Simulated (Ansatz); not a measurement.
Mulliken charges of `[NH2][GeH]1[CH2][S]1` from PBE/def2-TZVPP in Ansatz (PBE0-D4/def2-TZVP geometry).

```
atom   x (Å)   y (Å)   z (Å)  charge (e)
  N1  -0.611   1.497  -0.710      -0.366
 Ge2   0.473   0.057  -0.449       0.297
  C3   0.284  -0.971   1.153      -0.186
  S4  -0.341  -1.981  -0.287      -0.288
  H5  -0.640   1.820  -1.668       0.145
  H6  -1.558   1.358  -0.384       0.150
  H7   1.809   0.253  -1.157       0.014
  H8  -0.492  -0.690   1.858       0.115
  H9   1.166  -1.390   1.628       0.119
```

Problem. By hand: the dipole of these point charges (1 e Å = 4.8032 D).

Solution. Σ q r = (0.190, 0.447, 0.086) e Å, of length 0.493 e Å = 2.37 D.

Problem. How does the dipole of the full density compare? (An estimate is asked.)

Solution. The calculation gave: (0.004, 0.404, -0.049) e Å, 1.95 D; the point charges give 1.22 times that, at 28° from its direction.

Point charges leave out the atoms' own dipoles, such as those of lone pairs, and Mulliken's split depends on the basis, so the two needn't agree.
